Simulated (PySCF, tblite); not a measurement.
Species: C4H9SSi2 (doublet state).
SMILES with atom numbers: `[CH3:1][SiH2:2][C:3]#[C:4][SiH:5][S:6][CH3:7]` (hydrogens: H8, H9, H10 on C1; H11, H12 on Si2; H13 on Si5; H14, H15, H16 on C7)

Jobs on this species (16 atoms, 77 electrons) with PySCF (density fitting) and tblite. Hardware of each: Arm Neoverse V1, one thread, on a shared host. The host was shared with other jobs, so the times are rough.

**Question.** Rank these jobs by wall time, shortest first.
A. GFN2-xTB; Hessian by finite differences
B. UKS B3LYP, pcH-1 on C H S Si, non-relativistic, mean-field spin-orbit, GIAO; unrestricted SCF, g, hyperfine, density and orbital grids written; 295 basis functions
C. GFN2-xTB; L-BFGS relaxation

**Answer.** A (0.7 s), C (2.0 s), B (1.8 min).

All jobs:

| level and settings | work | basis functions | SCF cycles | wall time |
| --- | --- | --- | --- | --- |
| GFN2-xTB | Hessian by finite differences | – | – | 0.7 s |
| GFN2-xTB | L-BFGS relaxation | – | – | 2.0 s |
| UKS B3LYP, pcH-1 on C H S Si, non-relativistic, mean-field spin-orbit, GIAO | unrestricted SCF, g, hyperfine, density and orbital grids written | 295 | 14 | 1.8 min |

**Question.** What do all jobs in the table cost together?

**Answer.** About 1.8 min; the longest takes about 98 % of that, and about 150 times as long as the shortest.
